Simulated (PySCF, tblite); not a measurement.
Species: C2H13FSi5.
Z-matrix (Å and degrees, GFN2-xTB geometry), rows numbered from 1:
```
C 
C   1  1.5228
Si  2  1.9083  1  112.12
F   3  1.6403  2  102.83  1   177.20
Si  3  2.3430  2  115.30  1    61.74
Si  5  2.3368  3  105.87  2  -139.95
Si  6  2.3403  5  108.42  3    10.44
Si  7  2.3375  6  108.62  5    -8.70
H   1  1.0885  2  110.70  3   -60.86
H   1  1.0887  2  110.73  3    59.11
H   1  1.0889  2  111.02  3   179.14
H   2  1.0926  1  109.13  3  -121.95
H   2  1.0923  1  109.15  3   122.28
H   5  1.4672  3  113.76  2    95.18
H   5  1.4723  3  110.22  2   -20.43
H   6  1.4692  5  110.99  3  -111.40
H   6  1.4682  5  111.35  3   134.15
H   7  1.4692  6  110.89  5   112.94
H   7  1.4683  6  111.95  5  -132.67
H   8  1.4675  3  112.55  2  -102.07
H   8  1.4714  3  111.32  2    13.42
```

The calculation used PBE0/pcSseg-1 in PySCF (dipole) on a GFN2-xTB geometry, gas phase.

Take the most abundant isotopes and a rigid rotor. The values belong to one conformer with, in the numbering `[CH3:1][CH2:2][Si:3]1([F:4])[SiH2:5][SiH2:6][SiH2:7][SiH2:8]1`, C1–C2–Si3–F4 177°, C2–Si3–Si5–Si6 -140°, Si3–Si5–Si6–Si7 10°, Si5–Si6–Si7–Si8 -9°, Si6–Si7–Si8–Si3 3°.

Q: Give the principal moments of inertia and the rotational constants in cm⁻¹.

A: Ia = 492.17, Ib = 821.11, Ic = 985.90 u·Å²; 505379 MHz·u·Å²/I gives 1027, 615.5 and 512.6 MHz, that is A = 0.03425, B = 0.02053, C = 0.01710 cm⁻¹.

Q: Classify the top.

A: An asymmetric top. Ray's parameter κ = (2B − A − C)/(A − C) = -0.600; −1 is the prolate and +1 the oblate limit.

Q: What does the inertial defect say?

A: Not planar: Δ = Ic − Ia − Ib = -327.39 u·Å². For a rigid frame Δ = −2 Σ m c², so Σ m c² = 163.70 u·Å² lies off the ab plane: 28.92 from hydrogen and 134.78 from heavier atoms. The atom farthest from that plane is 2.55 Å away.

Q: Give the other two planar moments, Paa and Pbb, and the rms extents of the mass along the axes.

A: Paa = Σ m a² = (Ib + Ic − Ia)/2 = 657.42 and Pbb = Σ m b² = (Ia + Ic − Ib)/2 = 328.48 u·Å². With the mass M = 195.98 u, the rms extents √(P/M) along a, b and c are 1.83, 1.29, 0.91 Å.

Q: Where do the levels up to J = 3 lie, in cm⁻¹?

A: Above 0(0,0):
J = 1: 1(0,1) 0.0376, 1(1,1) 0.0514, 1(1,0) 0.0548
J = 2: 2(0,2) 0.1123, 2(1,2) 0.1232, 2(1,1) 0.1335, 2(2,1) 0.1746, 2(2,0) 0.1752
J = 3: 3(0,3) 0.2230, 3(1,3) 0.2306, 3(1,2) 0.2511, 3(2,2) 0.2875, 3(2,1) 0.2903, 3(3,1) 0.3650, 3(3,0) 0.3651
The levels of one J sum to (2J + 1)J(J + 1)(A + B + C)/3.

Q: Which lines would a microwave search look for?

A: The dipole components are |μa| = 0.33 D, |μb| = 0.05 D, |μc| = 1.60 D. Intensities carry the squares of the components, which stand as 0.04 : 0.00 : 1.00 (a : b : c). Some lines, for components of 0.1 D or more:

```tsv
type	branch	J(Ka,Kc)	MHz	lower level (cm⁻¹)
a	Q	2(1,1) ← 2(1,2)	309	0.123
c	Q	2(1,2) ← 2(0,2)	325	0.112
c	Q	1(1,1) ← 1(0,1)	411	0.038
a	R	1(0,1) ← 0(0,0)	1128	0.000
c	Q	2(2,1) ← 2(1,1)	1234	0.133
c	R	1(1,0) ← 0(0,0)	1642	0.000
a	R	2(1,2) ← 1(1,1)	2153	0.051
a	R	2(0,2) ← 1(0,1)	2239	0.038
a	R	2(1,1) ← 1(1,0)	2359	0.055
c	R	2(1,1) ← 1(0,1)	2873	0.038
c	R	2(2,0) ← 1(1,0)	3610	0.055
c	R	2(2,1) ← 1(1,1)	3696	0.051
```

Q: Estimate the classical rotational partition function at 50 K, 200 K and 500 K.

A: Point group C1, symmetry number σ = 1; q = (√π/σ)·√((kT/h)³/(ABC)), k/h = 20836.6 MHz/K: 105000 at 50 K, 838000 at 200 K, 3310000 at 500 K.

Its lowest GFN2-xTB frequency is 10 cm⁻¹, too small to tell a flat minimum from a shallow saddle. No vibrational averaging or centrifugal distortion is included, and the geometry carries the error of its method. A rigid rotor knows nothing of internal rotation, which can split or shift real lines.

The run took 78 s (grids of density and orbitals included) on one thread, Arm Neoverse V1 (aarch64) (shared host), and the process peaked at 1.1 GiB of memory. This is the PBE0/pcSseg-1 job that gave the dipole, with the shieldings it also computed.
